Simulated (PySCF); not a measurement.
Predicted microwave data (PBE0-D3(BJ)/def2-SVP geometry optimisation, gas phase (PySCF 2.14.0)) for one isomer of C5H8O2S:

* Rotational constants: A = 3666, B = 956.5, C = 922.7 MHz
* Dipole components: |μa| = 4.09 D, |μb| = 2.17 D, |μc| = 0.82 D
* Inertial defect: -118.51 u·Å²
* κ: -0.98

Task: Which structure is it? (One computed conformer of each.)
A. `[CH3:1][C:2]#[C:3][CH2:4][S:5]([CH3:6])(=[O:7])=[O:8]` with C3–C4–S5–C6 60°
B. `[O:1]=[S:2]1(=[O:3])[CH:4]=[CH:5][CH2:6][CH2:7][CH2:8]1` with O1–S2–C4–C5 -132°, C4–C5–C6–C7 -12°, C5–C6–C7–C8 48°, C6–C7–C8–S2 -68°
C. `[CH2:1]=[C:2]=[CH:3][CH2:4][S:5]([CH3:6])(=[O:7])=[O:8]` with C2–C3–C4–S5 -116°, C3–C4–S5–C6 67°

Result: C. It is C=C=CCS(C)(=O)=O, a near-prolate asymmetric top, point group C1. The candidates at the same level (rigid rotor, commonest isotopes):

| SMILES | A (MHz) | B (MHz) | C (MHz) | μa (D) | μb (D) | μc (D) | Δ (u·Å²) | point group | rotor |
| --- | --- | --- | --- | --- | --- | --- | --- | --- | --- |
| C=C=CCS(C)(=O)=O | 3666 | 956.5 | 922.7 | 4.09 | 2.17 | 0.82 | -118.51 | C1 | near-prolate asymmetric top |
| O=S1(=O)C=CCCC1 | 3071 | 1599 | 1377 | 5.38 | 0.02 | 1.14 | -113.67 | C1 | asymmetric top |
| CC#CCS(C)(=O)=O | 3793 | 892.7 | 868.7 | 3.89 | 0.95 | 2.93 | -117.58 | C1 | near-prolate asymmetric top |

`O=S1(=O)C=CCCC1` has B 67 % too high; `CC#CCS(C)(=O)=O` has B 7 % too low. No structure here is proved a minimum.
